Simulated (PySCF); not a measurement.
# Dipole response of Hg²⁺ (mercury, charge +2)

[Xe] 4f14 5d10, closed-shell 1S. Computed with PySCF 2.14 in ANO-RCC-VTZP, with the spin-free X2C one-electron Hamiltonian (Gaussian nucleus). Coupled (time-dependent) response in atomic units; α is the mean over directions. The basis has no added diffuse functions, which lowers α and C₆.

```csv
method,mean α (bohr³),C₆ (like pair),S(−4)
revPBE,7.774,50.93,12.31
```

S(−4) is the Cauchy moment in α(ω) = α(0) + S(−4) ω² + …

α(iu) at revPBE:

| u (hartree) | α(iu) (bohr³) |
| --- | --- |
| 0 | 7.774 |
| 0.0500 | 7.743 |
| 0.100 | 7.655 |
| 0.200 | 7.334 |
| 0.300 | 6.897 |
| 0.500 | 5.963 |
| 0.750 | 4.968 |
| 1.00 | 4.186 |
| 1.50 | 3.043 |
| 2.00 | 2.269 |
| 3.00 | 1.362 |
| 5.00 | 0.6291 |

A single London oscillator, α(iu) = α/(1 + u²/ω²), gives C₆ = (3/4) ω α². Matching the computed C₆ needs ω = 4 × 50.93 / (3 × 7.774²) = 1.12 hartree.

For an ion, C₆ is the dispersion term alone; charge-induced terms of lower order in 1/R come first.

Spin-orbit coupling, which splits the p, d and f shells strongly at this Z, is absent.
